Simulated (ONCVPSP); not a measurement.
## Potentials for Cl compared

Generated with ld1.x 7.5 (TM, RRKJ, ultrasoft, PAW), atompaw 4.2 or ONCVPSP 4.0.1. The cutoff is in Ry: for ld1.x and atompaw files where the sum of valence levels is converged to 10 mRy in a Bessel basis, for ONCV files where the hardest occupied wave has 1 mHa per electron of residual kinetic energy. The error is the largest all-electron minus pseudo excitation energy over each file’s own four to seven test configurations (ionisations up to +4, promotions, holes and added fractions of an electron), all of which were solved. The labels leave out finer settings (local radius, basis sizes, second energies), which also bear on the numbers. Spin-polarised tests are not counted. The rows are a selection from randomly drawn settings: files with unsolved tests, undetermined cutoffs or missed reference levels are left out.

A true bound ghost makes a file unfit for plane-wave use even where its test errors are small: the radial tests pick states by their node count and pass the ghost by.

| potential | cutoff (Ry) | largest error (meV) | bound ghosts |
| --- | --- | --- | --- |
| ONCV, PBE, scalar-relativistic, rc 1.15/1.55 (sp), local smoothed, core correction yes, reference 3s2 3p5, qcut 6.2/6.4, projectors 2/1 | 200 | +16 | s |
| ONCV, PBE, scalar-relativistic, rc 1.25/1.50/1.20 (spd), local smoothed, core correction no, reference 3s2 3p5, qcut 5.3/5.2/7.5, projectors 2/2/2 | 35 | +28 | none |
| ONCV, LDA (Perdew-Wang 92), scalar-relativistic, rc 1.35/1.15 (sp), local smoothed, core correction no, reference 3s1.75 3p5.25, qcut 5/5.7, projectors 2/2 | 37 | +22 | none |
| ONCV, PBEsol, scalar-relativistic, rc 0.65/0.65 (sp), local smoothed, core correction no, reference 2s2 2p6 3s2 3p5, qcut 21.3/22.3, projectors 2/2 | 391 | -241 | none |
| ONCV, PBEsol, scalar-relativistic, rc 1.15/1.45 (sp), local smoothed, core correction yes, reference 3s1.75 3p5.25, qcut 6.6/6.4, projectors 2/2 | 33 | +8.3 | none |
| ONCV, PBE, scalar-relativistic, rc 1.40/1.15/1.50 (spd), local smoothed, core correction no, reference 3s2 3p5, qcut 3.7/6/5.6, projectors 2/2/2 | 185 | +51 | none |

Question: Fill in the row for Cl: ONCV, PBE, scalar-relativistic, rc 1.00/1.05/0.85 (spd), local smoothed, core correction yes, reference 3s2 3p5, qcut 6.4/8.1/11.6, projectors 2/3/2.

Answer: cutoff 93 Ry, largest error -2.6 meV, bound ghosts: s, p.

Question: Fill in the row for Cl: ONCV, LDA (Perdew-Wang 92), scalar-relativistic, rc 1.40/1.20 (sp), local smoothed, core correction yes, reference 3s2 3p5, qcut 4.1/8.2, projectors 2/1.

Answer: cutoff 123 Ry, largest error +93 meV, bound ghosts: none.
